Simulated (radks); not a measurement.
The numbers below are computed, except where a source is named.
Isoelectronic series with 16 electrons, all held in the configuration [Ne] 3s2 3p4, which need not be the ground one along the series. Code: a radial shooting solver on a logarithmic mesh with Libxc functionals. Model: scalar-relativistic Kohn-Sham, LDA (Slater exchange, Perdew-Wang correlation), spin-polarised, spherical densities, finite nucleus; open shells are filled with parallel spins first (spin-orbit coupling, left out, can overturn this in heavy ions); Fermi nuclear charge, rms radius of each element as measured or else 0.836 A^(1/3) + 0.57 fm. Total energies (hartree) and orbital eigenvalues (eV):

ion,E (hartree),3p down,3p up
S,-397.85925,-6.2068,-7.7160
Cl+,-459.63743,-18.4209,-20.2926
Ar2+,-526.19907,-34.2253,-36.4364
K3+,-597.54038,-53.3981,-55.9355
Ca4+,-673.66389,-75.8314,-78.6869
Sc5+,-754.57570,-101.4638,-104.6320
Ti6+,-840.28432,-130.2575,-133.7347
V7+,-930.80002,-162.1882,-165.9717
Cr8+,-1026.13436,-197.2398,-201.3278
Mn9+,-1126.30021,-235.4022,-239.7931
Fe10+,-1231.31156,-276.6686,-281.3616
Co11+,-1341.18327,-321.0353,-326.0297
Ni12+,-1455.93142,-368.5007,-373.7959
Cu13+,-1575.57225,-419.0646,-424.6604
Zn14+,-1700.12398,-472.7283,-478.6244
Ga15+,-1829.60487,-529.4939,-535.6902
Ge16+,-1964.03440,-589.3645,-595.8611
As17+,-2103.43330,-652.3439,-659.1408
Se18+,-2247.82234,-718.4365,-725.5339
Br19+,-2397.22395,-787.6475,-795.0455
Kr20+,-2551.66100,-859.9824,-867.6813
Rb21+,-2711.15757,-935.4471,-943.4472
Sr22+,-2875.73840,-1014.048,-1022.350
